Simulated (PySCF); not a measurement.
Cl2H4SSi2.

```xyz
9

Si    -1.3552     0.9022    -0.0738
Cl    -2.6532    -0.4896     0.7422
S      0.0000     0.0000    -1.4737
Si     1.3552    -0.9022    -0.0738
Cl     2.6532     0.4896     0.7422
H     -0.5950     1.5144     1.0468
H     -2.1416     1.8972    -0.8425
H      0.5950    -1.5144     1.0468
H      2.1416    -1.8972    -0.8425
```
Charge 0, spin multiplicity 1.

The structure is a stationary point at r2SCAN-D4/def2-SVP. The structure was generated by enumeration, and PubChem lists no compound with its InChIKey, so it may never have been made. Other conformers were not sampled.

These are PBE/pcSseg-1 run with PySCF values and carry that method's errors. Non-relativistic, no solvent.

Computed absolute GIAO shielding of each atom: isotropic value and principal components (ppm):
| atom | σ(iso) | σ11 | σ22 | σ33 | span |
|---|---|---|---|---|---|
| Si1 | 332.3 | 254.0 | 354.7 | 388.3 | 134.2 |
| Cl2 | 897.3 | 750.0 | 935.3 | 1006.6 | 256.7 |
| S3 | 621.0 | 520.5 | 598.3 | 744.4 | 223.9 |
| Si4 | 332.3 | 254.0 | 354.7 | 388.3 | 134.2 |
| Cl5 | 897.3 | 750.0 | 935.3 | 1006.6 | 256.7 |
| H6 | 25.2 | 20.5 | 25.5 | 29.7 | 9.2 |
| H7 | 25.3 | 20.4 | 24.1 | 31.5 | 11.0 |
| H8 | 25.2 | 20.5 | 25.5 | 29.7 | 9.2 |
| H9 | 25.3 | 20.4 | 24.1 | 31.5 | 11.0 |
